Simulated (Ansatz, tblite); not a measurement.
Forces on Cu(AsH3)Me (CH6AsCu) at its B3LYP-D4/def2-SVP geometry. Charge 0, multiplicity 1.

The xTB rows come from tblite.

GFN1-xTB (tblite), largest force 1.26 eV/Å:

```xyz
9
positions Å, forces eV/Å
Cu    0.248   -0.051    0.185   -0.989    0.222   -0.755
As   -1.597    0.356   -1.217   -0.581    0.125   -0.439
H    -1.961   -0.623   -2.319    0.094    0.649    0.594
H    -1.661    1.606   -2.077   -0.095   -0.761    0.441
H    -2.995    0.481   -0.637    0.748   -0.050   -0.470
C     1.757   -0.389    1.337    0.361   -0.081    0.276
H     1.937    0.459    2.021    0.208   -0.405   -0.062
H     2.680   -0.550    0.752   -0.091    0.002    0.450
H     1.593   -1.289    1.956    0.347    0.299   -0.035
```

GFN2-xTB (tblite), largest force 0.59 eV/Å:

```
Cu -0.457 0.102 -0.349
As -0.151 0.033 -0.115
H -0.052 0.482 0.330
H -0.185 -0.510 0.221
H 0.409 -0.010 -0.420
C 0.062 -0.015 0.048
H 0.188 -0.466 -0.118
H -0.167 0.015 0.488
H 0.353 0.368 -0.086
```

r2SCAN-D4/def2-TZVP (Ansatz), largest force 0.29 eV/Å:

```
Cu 0.006 -0.003 0.006
As 0.103 -0.024 0.080
H 0.032 0.101 0.108
H 0.003 -0.126 0.084
H 0.137 -0.012 -0.063
C 0.018 -0.005 0.014
H -0.066 -0.212 -0.190
H -0.256 0.046 0.134
H 0.022 0.234 -0.173
```
